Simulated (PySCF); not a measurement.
iminoborane (BH₂N), SMILES B=N. Atoms are numbered in the order given.

```xyz
4

B      0.0000     0.0000     0.6923
N      0.0000     0.0000    -0.5410
H      0.0000     0.0000     1.8591
H      0.0000     0.0000    -1.5332
```
Charge 0, spin multiplicity 1.

Geometry: B3LYP-D3(BJ)/def2-TZVPD.

Two levels are set side by side: PBE/pcJ-1 (PySCF) and B3LYP/pcJ-1 (PySCF). One-bond couplings, all four terms, same geometry. Isotopes: 11B, 14N, 1H. Differences are taken from unrounded values.

| quantity | PBE |
|---|---|
| ¹J(B1,N2) (Hz) | 62.6 |
| ¹J(B1,H3) (Hz) | 243.4 |
| ¹J(N2,H4) (Hz) | 79.8 |

Problem. These are the PBE values. What does B3LYP give? (The exact figures need the calculation; the answer reports its results.)

Solution. 
```csv
quantity,B3LYP,PBE minus B3LYP
"¹J(B1,N2) (Hz)",65.8,-3.3
"¹J(B1,H3) (Hz)",259.7,-16.4
"¹J(N2,H4) (Hz)",86.0,-6.2
```

Rough cost on one machine, each run with all the roots and properties that it gave: B3LYP against PBE within a factor of 2.
